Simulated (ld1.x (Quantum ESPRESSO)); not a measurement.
## An all-electron radial function and its pseudo partner (europium)

Columns: radius, all-electron u(r) and pseudo u(r) of the 4f shell (level -1.59 eV) of europium in the configuration [Kr] 4d10 4f7 5s2 5p6 5d1 6s1 6p0; BLYP, scalar-relativistic, TM scheme, ld1.x (Quantum ESPRESSO) 7.5.

| r (bohr) | all-electron | pseudo |
| --- | --- | --- |
| 0.128 | 0.1279 | 0.0086 |
| 0.255 | 0.5241 | 0.1126 |
| 0.382 | 0.8511 | 0.4102 |
| 0.510 | 1.0023 | 0.8194 |
| 0.638 | 1.0182 | 1.1123 |
| 0.765 | 0.9643 | 1.1681 |
| 0.893 | 0.8813 | 1.0505 |
| 1.020 | 0.7920 | 0.8830 |
| 1.148 | 0.7050 | 0.7373 |
| 1.275 | 0.6257 | 0.6320 |
| 1.402 | 0.5546 | 0.5550 |
| 1.530 | 0.4913 | 0.4913 |
| 1.658 | 0.4358 | 0.4358 |
| 1.785 | 0.3878 | 0.3878 |
| 1.912 | 0.3459 | 0.3459 |
| 2.040 | 0.3092 | 0.3092 |
| 2.168 | 0.2772 | 0.2772 |
| 2.295 | 0.2495 | 0.2495 |
| 2.422 | 0.2253 | 0.2253 |
| 2.550 | 0.2038 | 0.2038 |
| 2.678 | 0.1849 | 0.1849 |
| 2.805 | 0.1684 | 0.1684 |
| 2.932 | 0.1537 | 0.1537 |
| 3.060 | 0.1406 | 0.1406 |
| 3.188 | 0.1289 | 0.1289 |
| 3.315 | 0.1185 | 0.1185 |

(1) How many radial nodes do the two functions have?

(2) At about which radius was the pseudo-wave matched?

(3) Where does each function peak?

(4) Is the pseudo-wave norm-conserving?

## Answers

(1) The all-electron 4f function has n − l − 1 = 0; the pseudo-wave has 0.

(2) 1.55 bohr. The columns agree to 0.0005 from 1.40 bohr on; several derivatives are matched, so the curves merge somewhat inside the radius.

(3) Outermost all-electron maximum near 0.64 bohr, pseudo maximum near 0.77 bohr (to the table’s step).

(4) Yes: the TM scheme keeps the norm inside the radius equal to the all-electron one, which fixes the energy derivative of the logarithmic derivative at the level.
